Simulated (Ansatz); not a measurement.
TiF₃, 4 atoms. Hardware: 4 threads of Arm Neoverse V1 on a shared host.

Correlated methods freeze 8 core orbitals; core or outer-core shells of Ti are correlated, in sets that lack core-valence functions.

**Question.** How many basis functions does each of these Ansatz runs have, and roughly what does it cost? BHLYP-D4/def2-TZVP, charge 0 doublet, energy, from earlier orbitals; CCSD(T)/def2-TZVPP, charge 1 singlet at the geometry of the charge 0 doublet, energy, from earlier orbitals; r2SCAN0-D4/def2-TZVP, charge 0 doublet, energy, from earlier orbitals; CCSD(T)/def2-TZVPP, charge 0 doublet, energy, from earlier orbitals; r2SCAN-D4/def2-TZVPD, charge 0 doublet, energy, from earlier orbitals; B3LYP-D4/def2-TZVP, charge 0 doublet, energy, from earlier orbitals; PBE0-D4/def2-TZVPD, charge -1 singlet at the geometry of the charge 0 doublet, energy; r2SCAN-D4/def2-TZVPD, charge -1 triplet at the geometry of the charge 0 doublet, energy, from earlier orbitals; PBE-D4/def2-TZVPD, charge -1 singlet at the geometry of the charge 0 doublet, energy, from earlier orbitals; r2SCAN-D4/def2-TZVP, charge 1 triplet at the geometry of the charge 0 doublet, energy, from earlier orbitals; PBE-D4/def2-TZVP, charge 0 doublet, relaxation, 4 steps; PBE-D4/def2-SVP, charge 0 doublet, energy, from earlier orbitals.

**Answer.** Other jobs shared the machine, so times can vary by a factor of up to 3. A dash marks memory too small to be measured apart from the calling script's.

| run | functions | fitting or Cholesky vectors | wall time | peak host memory (GiB) |
| --- | --- | --- | --- | --- |
| PBE-D4/def2-SVP, charge 0 doublet, energy, from earlier orbitals | 73 | 824 | 1.1 s | – |
| PBE-D4/def2-TZVPD, charge -1 singlet at the geometry of the charge 0 doublet, energy, from earlier orbitals | 168 | 1017 | 1.2 s | – |
| PBE0-D4/def2-TZVPD, charge -1 singlet at the geometry of the charge 0 doublet, energy | 168 | 1081 | 1.8 s | – |
| B3LYP-D4/def2-TZVP, charge 0 doublet, energy, from earlier orbitals | 138 | 931 | 2.4 s | – |
| PBE-D4/def2-TZVP, charge 0 doublet, relaxation, 4 steps | 138 | 881 | 4.3 s | – |
| BHLYP-D4/def2-TZVP, charge 0 doublet, energy, from earlier orbitals | 138 | 1045 | 5.5 s | 0.56 |
| r2SCAN-D4/def2-TZVPD, charge 0 doublet, energy, from earlier orbitals | 168 | 1017 | 6 s | – |
| r2SCAN-D4/def2-TZVP, charge 1 triplet at the geometry of the charge 0 doublet, energy, from earlier orbitals | 138 | 881 | 6.5 s | – |
| r2SCAN0-D4/def2-TZVP, charge 0 doublet, energy, from earlier orbitals | 138 | 934 | 9.5 s | 0.55 |
| CCSD(T)/def2-TZVPP, charge 1 singlet at the geometry of the charge 0 doublet, energy, from earlier orbitals | 157 | 1076 | 12 s | 0.94 |
| r2SCAN-D4/def2-TZVPD, charge -1 triplet at the geometry of the charge 0 doublet, energy, from earlier orbitals | 168 | 1017 | 40 s | – |
| CCSD(T)/def2-TZVPP, charge 0 doublet, energy, from earlier orbitals | 157 | 1076 | 48 s | 2.2 |
